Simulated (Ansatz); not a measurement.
C5H3AlF6O4 (`[OH][Al-]1([OH])[O]C(C(F)(F)F)=CC(C(F)(F)F)=[O+]1`) at its PBE0-D4/def2-TZVP geometry, where that method's forces vanish. The species carries charge 0 and has multiplicity 1.

```
atom   x (Å)   y (Å)   z (Å)
  O1  -2.359   1.451  -1.385
 Al2  -1.178   1.648  -0.191
  O3  -1.070   3.087   0.687
  O4   0.434   1.151  -0.928
  C5   1.023   0.048  -0.786
  C6   2.300  -0.083  -1.628
  F7   3.181   0.839  -1.246
  F8   2.864  -1.281  -1.490
  F9   2.021   0.104  -2.911
 C10   0.637  -0.992   0.049
 C11  -0.485  -0.840   0.853
 C12  -0.881  -1.955   1.830
 F13  -0.793  -1.504   3.079
 F14  -0.090  -3.020   1.715
 F15  -2.132  -2.336   1.604
 O16  -1.244   0.163   0.895
 H17  -2.999   2.121  -1.613
 H18  -0.445   3.297   1.374
 H19   1.217  -1.898   0.092
```

Task: For each bond, give half the difference of the two atoms' forces along it (eV/Å; positive pushes the atoms apart) under PBE-D4, r2SCAN-D4, B3LYP-D4, ωB97M-V in def2-TZVPP. (An estimate is asked.)

Result: The calculation gave: 
```tsv
bond	length (Å)	PBE-D4	r2SCAN-D4	B3LYP-D4	ωB97M-V
O1–Al2	1.691	0.12	0.02	0.02	0.02
O1–H17	0.954	0.35	0.02	0.00	-0.06
Al2–O3	1.689	0.06	0.00	0.02	0.04
Al2–O16	1.841	-0.24	-0.15	-0.08	0.03
O3–H18	0.953	0.34	0.02	0.01	-0.06
O4–C5	1.258	0.82	0.45	0.26	0.07
C5–C10	1.389	-0.10	-0.04	-0.02	-0.01
C6–F7	1.331	0.63	0.29	0.29	0.13
C6–F8	1.331	0.59	0.26	0.29	0.15
C6–F9	1.327	0.64	0.29	0.29	0.14
C10–H19	1.077	0.06	-0.08	-0.12	-0.14
C11–C12	1.535	-0.53	-0.32	-0.23	-0.05
C12–F13	1.331	0.63	0.29	0.29	0.13
C12–F14	1.331	0.59	0.26	0.29	0.15
```

B3LYP here is the variant with VWN-RPA as its local correlation; programs differ in this.

Results of the Gaussian-basis code of Ansatz.
